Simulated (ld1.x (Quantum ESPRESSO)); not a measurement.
**Configuration tests for lanthanum (La) (TM)**

La (Z = 57), norm-conserving Troullier–Martins (Kleinman–Bylander form), made with ld1.x (Quantum ESPRESSO) 7.5 (PBE, scalar-relativistic). Core [Kr] 4d10, reference 4f0 5s2 5p6 5d1 6s1.5 6p0 (charge +0.5). Waves: 5p (bound): rc 3.10 bohr; 5d (bound): rc 2.85 bohr; 4f (bound, empty): rc 1.90 bohr; 5s (bound): rc 1.95 bohr. Local part: the s channel. Core correction: none.

Occupied shells without a wave of their own: 6s. They enter only through the test configuration that unscreens the potential.

Energies are relative to the spin-unpolarised reference configuration 4f0 5s2 5p6 5d1 6s1.5 6p0; without spin polarisation the order of configurations can differ from experiment.

| valence configuration | charge | ΔE all-electron (eV) | error AE − PS (meV) |
| --- | --- | --- | --- |
| 4f0 5s2 5p6 5d1 6s2 6p0 | 0 | -2.399 | +75 |
| 4f0 5s2 5p6 5d1 6s1 6p0 | +1 | 3.566 | -101 |
| 4f0 5s2 5p6 5d2 6s0 6p0 | +1 | 3.635 | -267 |
| 4f0 5s2 5p6 5d0 6s0 6p0 | +3 | 33.405 | -565 |
| 4f0 5s2 5p6 5d1 6s0 6p2 | 0 | 2.447 | -166 |

Problem. What are ΔE and the potential's error for 4f0 5s2 5p6 5d2 6s1 6p0?

Solution. ΔE = -1.606 eV all-electron; the error (AE − PS) is -65 meV.

Problem. What are ΔE and the potential's error for 4f0 5s2 5p6 5d1 6s0 6p0?

Solution. ΔE = 14.455 eV all-electron; the error (AE − PS) is -404 meV.

The 6s level has no wave, so the channel is fitted at the deeper level alone: the likely source of the large errors.
